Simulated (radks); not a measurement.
Values are calculated unless marked as measured or tabulated.
Task: Orbital eigenvalues (eV) of the gadolinium ion Gd3+, [Xe] 4f7, of relativity; Dirac values are averaged over j with weights 2j + 1. Spin-unpolarised spherical Kohn-Sham, LDA (Slater exchange, Perdew-Wang correlation), point nucleus unless stated (finite: rms radius 5.1569 fm), a radial shooting solver on a logarithmic mesh with Libxc functionals. A level marked "c x" has the speed of light scaled by that factor and shares open shells by 2j + 1; other Dirac levels either fill j = l - 1/2 first or share by 2j + 1.

shell       non-rel.
2p           -7156.7
3s           -1678.4
3p           -1517.1
3d           -1215.6
4s           -351.11
4p           -288.07
4d           -175.47
5s           -68.344
5p           -50.882
4f           -38.176
5d (empty)   -25.535
6s (empty)   -21.283

Give the values at the level "Dirac, c x 0.75".

Result: 
shell       Dirac, c x 0.75  change of magnitude (%)
2p                  -7638.5                    +6.73
3s                  -2030.9                   +21.00
3p                  -1638.6                    +8.00
3d                  -1189.8                    -2.12
4s                  -435.91                   +24.15
4p                  -315.34                    +9.47
4d                  -169.91                    -3.17
5s                  -81.818                   +19.72
5p                  -53.720                    +5.58
4f                  -30.860                   -19.16
5d (empty)          -24.404                    -4.43
6s (empty)          -23.809                   +11.87
